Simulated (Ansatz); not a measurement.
A first, cheap relaxation of `N=C([SiH3])[SiH2]N`.

```yaml
crystal:
  periodic: [false, false, false]
  atoms:
    - {symbol: N, position_ang: [-0.314100, 1.248000, 1.126000]}
    - {symbol: C, position_ang: [-0.149600, 0.150700, 0.529800]}
    - {symbol: Si, position_ang: [-0.260300, -1.518400, 1.337500]}
    - {symbol: Si, position_ang: [0.368800, 0.082500, -1.297600]}
    - {symbol: N, position_ang: [0.347200, 1.641600, -1.974100]}
    - {symbol: H, position_ang: [-0.592500, 1.192200, 2.109700]}
    - {symbol: H, position_ang: [1.104700, -2.224500, 1.290900]}
    - {symbol: H, position_ang: [-1.223500, -2.369000, 0.722400]}
    - {symbol: H, position_ang: [-0.576900, -1.341900, 2.829800]}
    - {symbol: H, position_ang: [1.637700, -0.516600, -1.481100]}
    - {symbol: H, position_ang: [-0.730500, -0.678000, -2.045200]}
    - {symbol: H, position_ang: [-0.536800, 2.087200, -1.735300]}
    - {symbol: H, position_ang: [0.946100, 2.211400, -1.398100]}
basis:
  gaussian: {orbitals: def2-SVP}
hamiltonian: {xc: pbe, dispersion: d4}
relax: {f_tol: 0.03, max_steps: 200}
```

```sh
$ ansatz run in.yaml --threads 4 --pin off --events-out ev --progress --plain --max-ram 10444MiB
```

Output, abridged:

```
Functional definition: PBE
mean field -19880.09915448 eV, -730.5801687119 hartree, gradient 3.4e-5 eV, S^2 0.000000; 0 other end points of the search recorded, 0 dependent functions left out
relax step   1: F+E_penalty+E_count = -19880.41296007 eV  Δ(F+E_penalty+E_count) = +0.000e0 eV  max|allowed force component| = 2.621e0 eV/Å  Δτ_max = 0.0000 Å  (30 SCF iters, accepted)
mean field -19880.54061899 eV, -730.5963922334 hartree, gradient 2.1e-5 eV, S^2 0.000000; 0 other end points of the search recorded, 0 dependent functions left out
relax step   2: F+E_penalty+E_count = -19880.84840142 eV  Δ(F+E_penalty+E_count) = -4.354e-1 eV  max|allowed force component| = 8.214e-1 eV/Å  Δτ_max = 0.1454 Å  (30 SCF iters, accepted)
mean field -19880.46228634 eV, -730.5935135617 hartree, gradient 8.5e-6 eV, S^2 0.000000; 0 other end points of the search recorded, 0 dependent functions left out
relax step   3: F+E_penalty+E_count = -19880.76454758 eV  Δ(F+E_penalty+E_count) = +8.385e-2 eV  max|allowed force component| = 1.241e0 eV/Å  Δτ_max = 0.2000 Å  (30 SCF iters, rejected (line search))
mean field -19880.61691192 eV, -730.5991959470 hartree, gradient 2.6e-5 eV, S^2 0.000000; 0 other end points of the search recorded, 0 dependent functions left out
relax step   4: F+E_penalty+E_count = -19880.92161768 eV  Δ(F+E_penalty+E_count) = -7.322e-2 eV  max|allowed force component| = 2.608e-1 eV/Å  Δτ_max = 0.0974 Å  (30 SCF iters, accepted)
mean field -19880.62545513 eV, -730.5995099040 hartree, gradient 2.4e-5 eV, S^2 0.000000; 0 other end points of the search recorded, 0 dependent functions left out
relax step   5: F+E_penalty+E_count = -19880.92921272 eV  Δ(F+E_penalty+E_count) = -7.595e-3 eV  max|allowed force component| = 1.732e-1 eV/Å  Δτ_max = 0.0678 Å  (31 SCF iters, accepted)
mean field -19880.62912682 eV, -730.5996448364 hartree, gradient 2.3e-5 eV, S^2 0.000000; 0 other end points of the search recorded, 0 dependent functions left out
relax step   6: F+E_penalty+E_count = -19880.93256619 eV  Δ(F+E_penalty+E_count) = -3.353e-3 eV  max|allowed force component| = 8.085e-2 eV/Å  Δτ_max = 0.0288 Å  (31 SCF iters, accepted)
mean field -19880.62989050 eV, -730.5996729011 hartree, gradient 2.3e-5 eV, S^2 0.000000; 0 other end points of the search recorded, 0 dependent functions left out
relax step   7: F+E_penalty+E_count = -19880.93334159 eV  Δ(F+E_penalty+E_count) = -7.754e-4 eV  max|allowed force component| = 5.519e-2 eV/Å  Δτ_max = 0.0120 Å  (31 SCF iters, accepted)
mean field -19880.63028489 eV, -730.5996873947 hartree, gradient 2.3e-5 eV, S^2 0.000000; 0 other end points of the search recorded, 0 dependent functions left out
relax step   8: F+E_penalty+E_count = -19880.93371748 eV  Δ(F+E_penalty+E_count) = -3.759e-4 eV  max|allowed force component| = 4.848e-2 eV/Å  Δτ_max = 0.0153 Å  (32 SCF iters, accepted)
mean field -19880.63078012 eV, -730.5997055940 hartree, gradient 2.3e-5 eV, S^2 0.000000; 0 other end points of the search recorded, 0 dependent functions left out
relax step   9: F+E_penalty+E_count = -19880.93419397 eV  Δ(F+E_penalty+E_count) = -4.765e-4 eV  max|allowed force component| = 1.120e-2 eV/Å  Δτ_max = 0.0088 Å  (32 SCF iters, accepted)
mean field -19880.63078012 eV, -730.5997055940 hartree, gradient 2.6e-5 eV, S^2 0.000000; 1 other end points of the search recorded, 0 dependent functions left out
Total energy: -19880.93423678 eV, -730.6108574203 hartree
Atom 0 at    -0.331185     1.207886     1.116951 Å, force     0.005107    -0.000252    -0.000888 eV/Å
Atom 1 at    -0.128131     0.059090     0.552406 Å, force     0.000438     0.003621    -0.008788 eV/Å
Atom 2 at    -0.236296    -1.624834     1.470671 Å, force     0.002036     0.003563    -0.001646 eV/Å
Atom 3 at     0.304422     0.154888    -1.322708 Å, force    -0.011200    -0.000315     0.007669 eV/Å
Atom 4 at     0.346495     1.767250    -1.985831 Å, force     0.001776     0.000865     0.002463 eV/Å
Atom 5 at    -0.560061     1.094370     2.127963 Å, force    -0.004480    -0.002139     0.002048 eV/Å
Atom 6 at     1.090209    -2.337069     1.431467 Å, force     0.000520    -0.001483    -0.000212 eV/Å
Atom 7 at    -1.262406    -2.520796     0.828126 Å, force     0.000247     0.002041     0.000293 eV/Å
Atom 8 at    -0.623544    -1.352628     2.902941 Å, force     0.000611    -0.001451     0.001302 eV/Å
Atom 9 at     1.655879    -0.485087    -1.506105 Å, force     0.002215     0.000996     0.000836 eV/Å
Atom 10 at    -0.732156    -0.647005    -2.065787 Å, force     0.001182    -0.000335    -0.001895 eV/Å
Atom 11 at    -0.551903     2.262466    -1.968613 Å, force     0.002129    -0.003054    -0.000244 eV/Å
Atom 12 at     1.048976     2.386669    -1.566782 Å, force    -0.000581    -0.002056    -0.000938 eV/Å
Dipole moment:    -0.059951     0.045501     0.218518 e Å
```

Hardware: 4 threads of an Arm Neoverse V1 on a shared host. Wall time 14 s, peak host memory 0.15 GiB.
